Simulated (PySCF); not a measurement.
## Peak assignment

Geometry:
| atom | x (Å) | y (Å) | z (Å) |
| --- | --- | --- | --- |
| N1 | 3.363 | -0.985 | -0.227 |
| C2 | 2.304 | -0.550 | -0.153 |
| C3 | 0.990 | -0.052 | -0.063 |
| C4 | 0.768 | 1.268 | -0.026 |
| O5 | -0.445 | 1.848 | 0.057 |
| C6 | -1.525 | 1.009 | 0.108 |
| C7 | -1.434 | -0.316 | 0.081 |
| Cl8 | -2.860 | -1.283 | 0.151 |
| C9 | -0.135 | -1.064 | -0.010 |
| H10 | 1.563 | 1.999 | -0.063 |
| H11 | -2.453 | 1.553 | 0.173 |
| H12 | -0.016 | -1.727 | 0.856 |
| H13 | -0.123 | -1.700 | -0.903 |

[PySCF 2.14: GFN2-xTB geometry; σ from GIAO-PBE0/pcSseg-1; one conformer; fast rotation and ring inversion assumed for equivalent nuclei; relativity neglected; isolated molecule]

δ = σ(ref) − σ, references computed at the same level: $^{13}$C and $^{1}$H vs TMS.

(1) Assign these signals to the numbered atoms. $^{13}$C{$^{1}$H} NMR (computed): δ 159.7 (CH), 144.6 (CH), 127.4 (C), 121.3 (C), 92.3 (C), 33.7 (CH2).

(2) Assign these signals to the numbered atoms. $^{1}$H NMR (500 MHz, computed): δ 7.04 (s, 1H), 6.76 (s, 1H), 3.13 (s, 2H).

Answers

(1) 
| δ (ppm) | atoms | environment | reason |
| --- | --- | --- | --- |
| 159.7 | C4 | alkene carbon bearing oxygen | an sp2 carbon further deshielded by the attached heteroatom |
| 144.6 | C6 | alkene carbon bearing oxygen | – |
| 127.4 | C7 | β carbon of an enol-ether or enamine type C=C | – |
| 121.3 | C2 | nitrile carbon | typical of a nitrile |
| 92.3 | C3 | β carbon of an enol-ether or enamine type C=C | the O or N lone pair pushes π density onto this β carbon and shields it |
| 33.7 | C9 | allylic sp3 CH2 | a saturated carbon with 2 carbon neighbours and no heteroatom attached |

(2) 
| δ (ppm) | atoms | environment | reason |
| --- | --- | --- | --- |
| 7.04 | H10 | hydrogen on an alkene carbon bearing oxygen | attached to an sp2 carbon and in the plane of the double bond |
| 6.76 | H11 | hydrogen on an alkene carbon bearing oxygen | – |
| 3.13 | H12/H13 | hydrogen on an allylic sp3 CH2 | allylic position |

Carbons that carry Cl, above all several Cl atoms, come out too deshielded, partly because spin–orbit coupling is missing. Shifts are as computed. Against solution values, carbons near 30 ppm lie about +3 ppm off and those near 130 ppm about +5 ppm; carbons on Cl a further +6 ppm (rms about the fit 2.1 ppm; single classes can miss by 10 ppm). Of 1328 compounds with measured shifts, 309 miss one by over three times the rms of a fit or turn the order of signals round; such compounds aren't used in these exercises. Signals without a measured value on file couldn't be tested in this way; 1H shifts scatter by 0.2 ppm about their fit, and single ones miss by 0.5 ppm. Multiplicities follow the n + 1 count of equivalent neighbours, as no J values were calculated; m marks all less simple cases, F and P coupling included.
